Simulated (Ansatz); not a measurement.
Basis-set extrapolation for `N[SiH]1BCC1` (PBE0-D4/def2-TZVP geometry, frozen core, the Gaussian-basis code of Ansatz). Multiplicity 1, RHF reference.

```csv
,def2-TZVPP,def2-QZVPP
HF,-448.510696,-448.527250
MP2 correlation,-0.772971,-0.825042
CCSD(T) correlation,-0.858436,not run
```

Energies in hartree. Use E(X) = E(∞) + A·exp(−7.88·√X) for Hartree–Fock and E(X) = E(∞) + B·X^(−2.97) for correlation, with X = 3 and 4, and add CCSD(T) minus MP2 of the smaller set to the MP2 limit.

Task: What is the CCSD(T) energy at the basis-set limit?

Result: HF limit: -448.527250 + (-0.016554) × 0.13774 = -448.52953. MP2 limit: -0.825042 + (-0.052071) × 0.74074 = -0.86361. Higher-order term: -0.858436 − (-0.772971) = -0.08547. Total: -449.47861 hartree, 2.98 eV below CCSD(T)/def2-TZVPP.
